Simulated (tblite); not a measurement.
Problem. Give a GFN2-xTB geometry of `C=Cc1ccc(S(C)(=O)=O)c(=O)cc1`.

Solution. 
```xyz
24
C10H10O3S angstrom
C     -4.339   -0.421   -0.331
C     -3.361    0.465   -0.491
C     -1.957    0.285   -0.130
C     -1.059    1.171   -0.668
C      0.339    1.226   -0.467
C      1.164    0.292    0.047
S      2.913    0.772    0.185
C      3.864   -0.394   -0.821
O      3.035    2.074   -0.423
O      3.288    0.656    1.564
C      0.898   -1.036    0.568
O      1.781   -1.878    0.633
C     -0.433   -1.297    1.113
C     -1.625   -0.746    0.810
H     -5.342   -0.203   -0.654
H     -4.187   -1.396    0.102
H     -3.589    1.407   -0.973
H     -1.462    1.960   -1.291
H      0.841    2.126   -0.807
H      3.737   -1.381   -0.398
H      3.481   -0.335   -1.831
H      4.898   -0.075   -0.781
H     -0.420   -2.102    1.839
H     -2.480   -1.151    1.336
```

Any rigid rotation of these coordinates is as good. Atoms count from 1 in this order. Of the pairs four or more bonds apart, O9···H19 is among the closest relative to their van der Waals radii: 2.23 Å, 82 % of the sum of Bondi's values. The 7-membered ring C3–C4–C5–C6–C11–C13–C14 has internal angles of 117.7° to 131.2° (sum 892°, against 900° for a flat polygon); it is puckered, 0.13 Å rms from its mean plane, widest ring torsion 28°. The 9 C–C bonds span 1.329 Å (C1=C2, drawn double) to 1.462 Å (C11–C13, drawn aromatic), a spread of 0.133 Å. S7 (sulfonyl sulfur) is distorted tetrahedral (angles from 106.7° to 117.1°).

Bonds between heavy atoms (Å): C1=C2 1.329, C2–C3 1.461, C3–C4 1.371, C4–C5 1.414, C5–C6 1.348, C6–S7 1.819, S7–C8 1.810, S7=O9 1.442, S7=O10 1.434, C6–C11 1.451, C11=O12 1.222, C11–C13 1.462, C13–C14 1.348, C3–C14 1.434.

The geometry is computed with GFN2-xTB (gas phase).

Point group: C1 (no symmetry element, even within 0.4 Å). Its GFN2-xTB frequencies are all real (lowest 39 cm⁻¹). The numbers are those of one conformer (C1–C2–C3–C4 164°, C5–C6–S7–C8 -120°). 2 starts were optimised and ended at 0.00 and 0.37 kcal/mol (GFN2-xTB); the lowest of these is shown.
